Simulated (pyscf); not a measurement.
# Cl–SbH–Cl, singlet

Gas-phase minimum from PySCF at ωB97X-D3(BJ)/def2-SVP, one conformer. 

```xyz
4

Cl     0.4257     0.4445     0.8607
Sb    -1.7080    -0.5378     0.6770
Cl    -1.2052    -2.1938    -0.9213
H     -2.2264     0.5828    -0.5100
```

Bond lengths (Å): Cl1–Sb2 2.356, Sb2–Cl3 2.356, Sb2–H4 1.713. Angles (°): Cl1–Sb2–Cl3 98.8, Cl1–Sb2–H4 93.2, Cl3–Sb2–H4 93.1.

Properties at ωB97X-D3(BJ)/def2-SVP:

```yaml
harmonic_wavenumbers_unscaled: 126, 386, 394, 656, 663, 2003 cm⁻¹
zero_point_energy: 6.0 kcal/mol
rotational_symmetry_number: 1
Entropy of this conformer at 298 K and 1 atm, rigid rotor and harmonic oscillator, modes under 100 cm⁻¹ raised to 100: 313.2 J/(mol K)
dipole_moment: 3.07 D
```

Single-point totals, which compare only within one level (frozen core for MP2 and CC):

```tsv
level	total energy (hartree)
ωB97X-D3(BJ)/def2-TZVP	-1161.44742
PBE/def2-TZVP	-1160.97554
r²SCAN/def2-TZVP	-1161.38789
B3LYP-D3(BJ)/def2-TZVP	-1161.47545
PBE0-D3(BJ)/def2-TZVP	-1161.06111
M06-2X/def2-TZVP	-1161.23827
ωB97M-D3(BJ)/def2-TZVP	-1161.50283
HF/def2-TZVPP	-1158.93935
MP2/def2-TZVPP	-1159.65950
CCSD/def2-TZVPP	-1159.68566
CCSD(T)/def2-TZVPP	-1159.71398
```

The CCSD(T) − MP2 part came from Ansatz, without density fitting, on the same reference. The frozen core leaves the outer d or s,p core shells of the metals and heavy elements correlated in the MP2 and CC values, and def2-TZVPP describes them poorly, so these totals are far from the basis limit. Elements past Kr carry the def2 core potentials, without spin-orbit coupling.
